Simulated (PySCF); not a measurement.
Electron correlation in Cl²⁺ (chlorine, charge +2)

[Ne] 3s2 3p3, high-spin 4S determinant. Calculation: PySCF 2.14, in cc-pVDZ-DK (4s3p1d, 18 functions); the spin-free X2C one-electron Hamiltonian (Gaussian nucleus). Frozen: [Ne]; 5 electrons correlated.

MP2 pair energies summed by pair of shells (mhartree):

```json
{"pair": "3s-3p", "energy": "-46.45", "share (%)": "65.9"}
{"pair": "3p-3p", "energy": "-16.99", "share (%)": "24.1"}
{"pair": "3s-3s", "energy": "-7.07", "share (%)": "10.0"}
```

Total MP2 correlation energy: -70.51 mhartree.

Same-spin part -18.42 and opposite-spin part -52.09 mhartree; SCS-MP2 scales them by 1/3 and 6/5 to -68.65 mhartree.

| level | correlation energy (mhartree) |
| --- | --- |
| CCSD | -89.25 |
| (T) | -0.78 |
| CCSD(T) | -90.03 |

Diagnostics: T1 = 0.0014, D1 = 0.0044, largest double amplitude 0.061.

Cost of the coupled-cluster step: 0.06 s of wall time on 1 thread of Neoverse-V2 (shared host), for 5 correlated electrons.

Iterations:

```
CC2 = 0
CCSD nocc = (np.int64(4), np.int64(1)), nmo = (13, 13)
frozen orbitals [[0, 1, 2, 3, 4], [0, 1, 2, 3, 4]]
max_cycle = 100
direct = 0
conv_tol = 1e-08
conv_tol_normt = 1e-06
diis_space = 8
diis_start_cycle = 0
Init t2, MP2 energy = -0.0705129363319393
Init E_corr(UCCSD) = -0.0705129363323297
cycle = 1  E_corr(UCCSD) = -0.085125454424283  dE = -0.0146125181  norm(t1,t2) = 0.0361453
cycle = 2  E_corr(UCCSD) = -0.0882012527920524  dE = -0.00307579837  norm(t1,t2) = 0.00961303
cycle = 3  E_corr(UCCSD) = -0.0892717976418793  dE = -0.00107054485  norm(t1,t2) = 0.00309569
cycle = 4  E_corr(UCCSD) = -0.0892533755660893  dE = 1.84220758e-05  norm(t1,t2) = 0.00027719
cycle = 5  E_corr(UCCSD) = -0.0892538859724069  dE = -5.10406318e-07  norm(t1,t2) = 2.27094e-05
cycle = 6  E_corr(UCCSD) = -0.0892535655583974  dE = 3.20414009e-07  norm(t1,t2) = 4.45801e-06
cycle = 7  E_corr(UCCSD) = -0.0892537295307669  dE = -1.6397237e-07  norm(t1,t2) = 3.94639e-07
cycle = 8  E_corr(UCCSD) = -0.0892537080252803  dE = 2.15054866e-08  norm(t1,t2) = 8.70395e-08
cycle = 9  E_corr(UCCSD) = -0.0892537025966282  dE = 5.42865213e-09  norm(t1,t2) = 3.62052e-08
UCCSD converged
E(UCCSD) = -459.7059905581862  E_corr = -0.08925370259662821
UCCSD(T) correction = -0.000784729516861665
```
